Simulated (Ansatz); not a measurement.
CH6Cl2SSi2 can be A, `C[SiH2]S[SiH](Cl)Cl`, or B, `C[SiH](Cl)S[SiH2]Cl`.

Isolated molecules relaxed with PBE0-D4/def2-TZVP in Ansatz; ΔE leaves out vibrations. CCSD(T)/CBS adds triple-zeta CCSD(T) − MP2 to the extrapolated MP2 energy (def2 sets, frozen cores). Functionals use def2-TZVPP. B3LYP here is the variant with VWN-RPA as its local correlation; programs differ in this. Each species was taken in one conformer, which may not be the lowest.

Problem. Which isomer does CCSD(T)/CBS put lower? Give the gap. (An estimate is asked.)

Solution. Ansatz gave: B, by 1.2 kcal/mol.

Problem. Give E(B) − E(A) in kcal/mol with r2SCAN-D4, B3LYP-D4, ωB97M-V, CCSD/def2-TZVPP, CCSD(T)/def2-TZVPP, B3LYP, PBE0-D4. (Estimate.)

Solution. Ansatz gave: r2SCAN-D4 -1.0, B3LYP-D4 -1.0, ωB97M-V -1.0, CCSD/def2-TZVPP -1.4, CCSD(T)/def2-TZVPP -1.2, B3LYP -1.7, PBE0-D4 -1.0. None reverses the order clearly.

Largest T1 diagnostic: 0.010.

In def2-TZVPP, CCSD(T) changes the Hartree–Fock value by +1.4 kcal/mol (the triples alone add +0.2 kcal/mol) and MP2 by +1.5 kcal/mol. The D4 term adds +0.8 kcal/mol with B3LYP and +0.5 kcal/mol with PBE0; it sums over pairs of atoms, weighted by their polarisabilities, and B3LYP, whose exchange is more repulsive, gets the larger term.
